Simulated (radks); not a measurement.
Values are calculated unless marked as measured or tabulated.
Q: Ionisation of Rh14+, [Ar] 3d10 4s2 4p1, to Rh15+, [Ar] 3d10 4s2, under several functionals. Scalar-relativistic Kohn-Sham, spin-unpolarised, spherical densities, finite nucleus; a radial shooting solver on a logarithmic mesh with Libxc functionals. The NIST Atomic Spectra Database gives 331.6 eV (semi-empirical). Rank these functionals by the error of their Delta-SCF ionisation energy: MS2 meta-GGA; B86b exchange with PBE correlation; BP86; BLYP; PBE; exchange-only B88; HCTH/407; exchange-only LDA; AM05.

A: From best to worst: HCTH/407 328.69 eV (-2.9); BLYP 328.33 eV (-3.3); BP86 328.30 eV (-3.3); B86b exchange with PBE correlation 328.18 eV (-3.4); AM05 328.09 eV (-3.5); PBE 328.06 eV (-3.5); MS2 meta-GGA 327.54 eV (-4.0); exchange-only B88 327.08 eV (-4.5); exchange-only LDA 326.84 eV (-4.7). Spin polarisation and multiplet splitting are left out, so open shells lie too high by an amount that depends on their filling.

Beside tabulated values, note that spin-unpolarised runs miss the spin-polarisation part of the exchange energy of open shells.
